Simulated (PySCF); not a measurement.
Species: C7H9N.
SMILES with atom numbers: `[H]/[N:6]=[C:5]1\[CH:4]=[C:3]([CH:2]=[CH2:1])[CH2:8][CH2:7]1` (hydrogens: H9, H10 on C1; H11 on C2; H12 on C4; H13 on N6; H14, H15 on C7; H16, H17 on C8)

Geometry (GFN2-xTB, Å), atoms numbered from 1 in this order:
```
atom  x, y, z in Å
C1    -2.747    0.415    0.949
C2    -1.896    0.519   -0.069
C3    -0.496    0.177   -0.015
C4     0.373    0.277   -1.039
C5     1.706   -0.150   -0.648
N6     2.779   -0.203   -1.316
C7     1.641   -0.564    0.801
C8     0.181   -0.348    1.221
H9    -3.783    0.688    0.847
H10   -2.443    0.056    1.918
H11   -2.246    0.885   -1.026
H12    0.139    0.626   -2.031
H13    2.691    0.104   -2.282
H14    2.336    0.037    1.386
H15    1.951   -1.604    0.900
H16    0.095    0.373    2.037
H17   -0.290   -1.276    1.548
```

Vertical excitations from PySCF (density fitting, frozen core in the response, grid level 2 and gas phase unless stated; continuum runs use non-equilibrium linear response for the excitations) on a GFN2-xTB geometry. Reference run:

```
                                             settings    S1, eV (f)    S2, eV (f)    S3, eV (f)    S4, eV (f)    S5, eV (f)    S6, eV (f)  T1, eV (Tamm–Dancoff)  mean α (au)
KT2/def2-SVPD, IEF-PCM acetonitrile, TDA, 25 singlets  3.77 (0.002)  4.81 (1.027)  5.28 (0.218)  5.91 (0.001)  6.14 (0.005)  6.20 (0.005)                   2.74        149.5
```

Question: What do these settings give: BHandHLYP/3-21G, full TDDFT, 6 singlets?

Answer: 
| settings | S1, eV (f) | S2, eV (f) | S3, eV (f) | S4, eV (f) | S5, eV (f) | S6, eV (f) | T1, eV (Tamm–Dancoff) | mean α (au) |
| --- | --- | --- | --- | --- | --- | --- | --- | --- |
| BHandHLYP/3-21G, full TDDFT, 6 singlets | 4.60 (0.004) | 5.47 (0.839) | 7.07 (0.026) | 7.61 (0.000) | 7.65 (0.005) | 8.11 (0.001) | – | 76.4 |

S1 moves by +0.83 eV; functional, basis, environment and response scheme change together, so the shift can't be laid on one. States are counted by energy in each run and needn't keep their character from row to row.

KT2 was designed for NMR shieldings or shifts; total energies of different functionals aren't comparable.

Question: Give the leading configurations of S1 (H = HOMO, L = LUMO) and the HOMO–LUMO gap of each run.

Answer: 
```csv
settings,S1 configurations (weight),S1 (eV),orbital gap (eV),S1 − gap (eV)
"KT2/def2-SVPD, IEF-PCM acetonitrile, TDA, 25 singlets",H−1→L 1.00,3.77,3.35,+0.42
"BHandHLYP/3-21G, full TDDFT, 6 singlets","H−1→L 0.86, H−1→L+1 0.12",4.60,7.07,-2.47
```

The structure is a single GFN2-xTB conformer; no vibrational corrections.
